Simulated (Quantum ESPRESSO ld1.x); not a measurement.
Task: These are the eigenvalues of the occupied orbitals of an atom or ion with whole-number occupations (hartree). All-electron calculation, Dirac Kohn-Sham, revPBE, spin-unpolarised, spherical densities, point nucleus. Program: ld1.x of Quantum ESPRESSO 7.5.

| orbital | eigenvalue |
|---|---|
| 1s1/2 | -2794.95 |
| 2s1/2 | -489.502 |
| 2p1/2 | -468.864 |
| 2p3/2 | -409.046 |
| 3s1/2 | -115.362 |
| 3p1/2 | -106.136 |
| 3p3/2 | -93.0371 |
| 3d3/2 | -77.6720 |
| 3d5/2 | -74.8420 |
| 4s1/2 | -25.5150 |
| 4p1/2 | -21.6246 |
| 4p3/2 | -18.5273 |
| 4d3/2 | -12.1606 |
| 4d5/2 | -11.5857 |
| 5s1/2 | -4.73448 |
| 5p1/2 | -3.51137 |
| 4f5/2 | -3.48979 |
| 4f7/2 | -3.37510 |
| 5p3/2 | -3.00798 |
| 5d3/2 | -1.37537 |
| 5d5/2 | -1.32229 |

Which element is it, and in what charge state? The configuration may be excited. Open shells, if any, fill j = l - 1/2 first.

Result: Z = 77, iridium, charge +3: Ir3+ in [Xe] 4f14 5d6. The list shows which subshells hold electrons but not how many an open one holds; the 1s level, -2794.9 hartree, gives Z - s = 74.8 by -(Z - s)^2/2, which with screening and relativity narrows Z to a few neighbours, and the depths of the outer levels then fix element, charge and occupations together.
